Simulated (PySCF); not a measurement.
Molecule: `N#Cc1ccccn1`, C$_{6}$H$_{4}$N$_{2}$.

Numbering as in the mapped SMILES `[N:1]#[C:2][c:3]1[cH:4][cH:5][cH:6][cH:7][n:8]1`. Each H is labelled by its parent atom.

Geometry PBE0-D3(BJ)/def2-SVP throughout; GIAO in PySCF 2.14.0 with density-fitted response routines, gas phase, one conformer, non-relativistic; equivalent atoms averaged; functional PBE0.

**Question.** How do the absolute shieldings σ depend on the basis set? (a selection of nuclei; ppm; last column core-seconds on shared hosts with different chips, so compare them loosely)

**Answer.** 
```tsv
basis set	functions	N8	C7	C5	C4	C3	C6	H(C4)	H(C5)	H(C6)	core-s
STO-3G	44	17.5	112.9	120.8	122.0	123.1	126.7	24.78	24.99	25.17	3.7
pcSseg-0	80	-125.0	29.9	47.8	52.2	44.6	57.8	25.02	25.10	25.43	5.4
6-31G	80	-78.0	53.7	68.7	72.6	66.5	77.4	24.71	24.80	25.06	7.3
6-31G*	120	-60.9	49.7	64.5	69.7	63.9	74.2	24.51	24.37	24.75	11
cc-pVDZ	132	-70.4	47.4	61.9	67.1	60.5	71.1	23.78	23.66	24.09	12
def2-SVP	132	-74.8	45.7	60.0	65.3	59.3	70.0	23.85	23.79	24.22	11
pcSseg-1	156	-102.7	28.2	42.6	49.2	44.7	53.7	23.61	23.42	23.90	24
aug-cc-pVDZ	220	-70.0	45.0	60.8	66.8	59.8	70.5	23.52	23.44	23.81	27
6-311+G(2d,p)	240	-93.9	32.0	46.7	53.3	46.9	57.7	23.68	23.63	23.99	32
def2-TZVP	272	-97.9	30.6	45.2	51.9	45.3	56.4	23.68	23.61	24.00	37
cc-pVTZ	296	-95.1	32.3	46.9	53.5	47.1	57.8	23.49	23.43	23.82	44
IGLO-III	320	-106.2	24.2	39.2	45.8	39.5	50.4	23.56	23.49	23.88	47
```

**Question.** Which nucleus among those listed moves most, in ppm?

**Answer.** N8 (pyridine-type ring nitrogen): from -125.0 ppm with pcSseg-0 to 17.5 ppm with STO-3G. The smallest spread is 1.53 ppm, at H(C4). Proton shifts span only some 12 ppm, so a few tenths of a ppm matter as much there as several ppm in carbon.

**Question.** Taking the largest basis, IGLO-III (320 functions), as the yardstick, rank the others by their worst heavy-atom deviation.

**Answer.** pcSseg-1 5.2 ppm (156 functions), def2-TZVP 8.3 ppm (272 functions), cc-pVTZ 11.1 ppm (296 functions), 6-311+G(2d,p) 12.3 ppm (240 functions), pcSseg-0 18.7 ppm (80 functions), 6-31G 29.6 ppm (80 functions), def2-SVP 31.5 ppm (132 functions), cc-pVDZ 35.8 ppm (132 functions), aug-cc-pVDZ 36.2 ppm (220 functions), 6-31G* 45.4 ppm (120 functions), STO-3G 123.7 ppm (44 functions).

A small basis that lands close on one nucleus may do so by chance; judge by the trend and by all nuclei.
